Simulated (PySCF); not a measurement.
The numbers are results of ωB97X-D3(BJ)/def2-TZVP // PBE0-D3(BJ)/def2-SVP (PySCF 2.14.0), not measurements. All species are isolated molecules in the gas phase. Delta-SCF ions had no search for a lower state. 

Reference species (SMILES): `[GeH4]` (neutral, multiplicity 1).

```
Item                                        Value
--------------------------------------  ---------
vertical ionisation energy (Delta-SCF)   12.54 eV
HOMO–LUMO gap                            15.20 eV
HOMO                                    -12.19 eV
```

Changed species: `[SiH3][GeH]([SiH3])[SiH3]` (3 of 4 H replaced by SiH3; the reference has 0 of 4 H replaced by SiH3).

### Question
Predict the effect on the vertical ionisation energy (Delta-SCF), HOMO–LUMO gap and HOMO.

### Answer
the vertical ionisation energy (Delta-SCF) drops by 2.74 eV, to 9.80 eV; the HOMO–LUMO gap falls by 3.35 eV, to 11.85 eV; the HOMO rises by 2.08 eV, to -10.11 eV.
